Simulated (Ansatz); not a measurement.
A search over several starts for the lowest SCF solution of the cluster Hg2Cl4⁺ at the given spin, in a small basis.

```yaml
crystal:
  periodic: [false, false, false]
  atoms:
    - {symbol: Hg, position_ang: [0.795647, -1.736305, -0.417079]}
    - {symbol: Hg, position_ang: [-0.795667, 1.736464, 0.416137]}
    - {symbol: Cl, position_ang: [-2.947567, 2.540381, 0.598938]}
    - {symbol: Cl, position_ang: [2.947544, -2.541898, -0.592396]}
    - {symbol: Cl, position_ang: [1.430194, 1.099850, 0.276328]}
    - {symbol: Cl, position_ang: [-1.430150, -1.098492, -0.281928]}
basis:
  gaussian: {orbitals: def2-SVP, initial_orbitals: start.molden}
total_charge: 1
magnetization: {spin_polarized: true, initial_magnetization: 1}
hamiltonian: {xc: pbe, dispersion: d4}
output: {orbitals: {seedname: orbitals}}
```

The file start.molden holds the orbitals of an earlier run on this structure, at another level or in another basis.

```sh
$ ansatz run in.yaml --threads 4 --pin off --events-out ev --progress --plain --max-ram 8704MiB
```

It prints (some lines left out):

```
Functional definition: PBE
1406 factors; their error is unknown
mean field evaluation 1: about -58391.7201 eV, gradient 6.9e1 eV
mean field evaluation 2: about -58400.0293 eV, gradient 9.3e0 eV
mean field evaluation 4: about -58401.3624 eV, gradient 1.3e1 eV
mean field evaluation 8: about -58403.2008 eV, gradient 4.6e-1 eV
mean field evaluation 16: about -58392.2067 eV, gradient 4.3e1 eV
mean field evaluation 32: about -58402.6919 eV, gradient 6.4e0 eV
mean field evaluation 64: about -58402.7520 eV, gradient 4.3e0 eV
mean field evaluation 96: about -58403.0479 eV, gradient 8.5e-1 eV
mean field -58403.12257702 eV, -2146.2751676473 hartree, gradient 8.7e-6 eV, S^2 0.751102; 11 other end points of the search recorded, 0 dependent functions left out
reference -58403.12261881 eV, -2146.2751691830 hartree; 54, 53 occupied and 82, 83 virtual orbitals, 1406 factors
Total energy: -58403.41087938 eV, -2146.2857625633 hartree
```

Run time 36 s (4 threads of Arm Neoverse V1 on a shared host).

In the def2 sets Hg takes a core potential; there is no spin–orbit coupling. The gap within one spin of the charge 1 doublet nearly closes, so an electron or hole may be smeared out by delocalisation error. Another isomer (doublet) lies 0.39 eV lower at PBE0-D4/def2-TZVP; other spin states weren't run for this one.
